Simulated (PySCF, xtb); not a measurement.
CH5F2NOSi, SMILES NC[Si](O)(F)F. The values are those of a single conformer.

Harmonic wavenumbers (cm⁻¹) from GFN2-xTB (xtb) at its own minimum, in rising order: 30, 112, 161, 204, 233, 266, 296, 316, 362, 680, 754, 772, 863, 868, 981, 1000, 1048, 1097, 1287, 1312, 1461, 1565, 2955, 2970, 3389, 3419, 3624.

Problem. What does PBE-D3(BJ)/def2-SVP (PySCF) give at its own minimum? (Estimate from the structure and the level; the computed values follow.)

Solution. 55, 114, 183, 203, 280, 295, 326, 334, 390, 654, 704, 757, 850, 885, 911, 943, 1059, 1069, 1236, 1330, 1367, 1590, 2975, 3029, 3403, 3484, 3770. Paired by order, the mean absolute difference is 36 cm⁻¹ and the zero-point energies are 45.8 and 46.0 kcal/mol.
